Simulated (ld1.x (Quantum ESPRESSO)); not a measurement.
# Scattering properties, PAW potential for cadmium

ld1.x (Quantum ESPRESSO) 7.5 input, shortened:

```
&input
   title='Cd', zed=48., rel=1, dft='PBESOL', iswitch=3,
   config='[Kr] 4d10 5s2 5p0'
 /
 &inputp
   pseudotype=3, lpaw=.true., tm=.true., lloc=-1, rcloc=2.50,
   nlcc=.true., new_core_ps=.true., rcore=1.60,
   which_augfun='PSQ', rmatch_augfun=1.45
 /
6
5S  1  0   2.00   0.00  1.70  2.05  0.0
5S  1  0   0.00   1.85  1.70  2.05  0.0
5P  2  1   0.00   0.00  2.90  3.20  0.0
5P  2  1   0.00   0.65  2.90  3.20  0.0
4D  3  2  10.00   0.00  2.05  2.15  0.0
4D  3  2   0.00   0.85  2.05  2.15  0.0
 &test
   configts(1)='4d10 5s2 5p0'
 /
```

The phase is arctan(r·u′/u) with u = r·R(r), unwrapped; energies in Ry, scanned from -3 to 5 Ry. A pole is an energy at which the radial function vanishes at the test radius. The pseudo phase is shifted by a multiple of π to meet the all-electron one at the reference energy, and phase errors are pseudo minus all-electron; the curves can meet again beyond the range given. Levels narrower than the energy grid can be missing from the lists of poles.

| channel | radius (bohr) | reference energy (Ry) | poles, all-electron | poles, pseudo | unbroken range about the reference energy with phases within 0.05 rad | phase error 1 Ry above the reference energy (rad) |
| --- | --- | --- | --- | --- | --- | --- |
| s | 3.48 | -0.42 | 0.11, 4.36 | 0.11, 3.75, 4.50 | below 3.7 | -0.000 |
| p | 3.48 | -0.08 | 0.89 | 0.89, 4.27 | below 2.4 | -0.000 |
| d | 3.48 | -0.86 | -0.83, 2.35 | -0.83, 2.35 | the whole range | +0.000 |

Phases in the p channel:

| E (Ry) | all-electron | pseudo |
| --- | --- | --- |
| -3.00 | 1.396 | 1.396 |
| -2.76 | 1.388 | 1.388 |
| -2.52 | 1.378 | 1.378 |
| -2.28 | 1.367 | 1.367 |
| -2.04 | 1.353 | 1.353 |
| -1.80 | 1.336 | 1.335 |
| -1.56 | 1.314 | 1.314 |
| -1.32 | 1.285 | 1.284 |
| -1.08 | 1.243 | 1.243 |
| -0.84 | 1.179 | 1.179 |
| -0.60 | 1.066 | 1.066 |
| -0.36 | 0.811 | 0.811 |
| -0.12 | 0.058 | 0.058 |
| 0.12 | -0.947 | -0.947 |
| 0.36 | -1.319 | -1.319 |
| 0.60 | -1.471 | -1.471 |
| 0.84 | -1.557 | -1.557 |
| 1.08 | -1.617 | -1.617 |
| 1.32 | -1.669 | -1.669 |
| 1.56 | -1.719 | -1.720 |
| 1.80 | -1.778 | -1.781 |
| 2.04 | -1.858 | -1.867 |
| 2.28 | -1.988 | -2.015 |
| 2.52 | -2.254 | -2.362 |
| 2.76 | -2.928 | -3.301 |
| 3.00 | -3.837 | -4.109 |
| 3.24 | -4.245 | -4.394 |
| 3.48 | -4.417 | -4.523 |
| 3.72 | -4.509 | -4.599 |
| 3.96 | -4.567 | -4.653 |
| 4.20 | -4.607 | -4.699 |
| 4.44 | -4.637 | -4.745 |
| 4.68 | -4.662 | -4.801 |
| 4.92 | -4.682 | -4.890 |
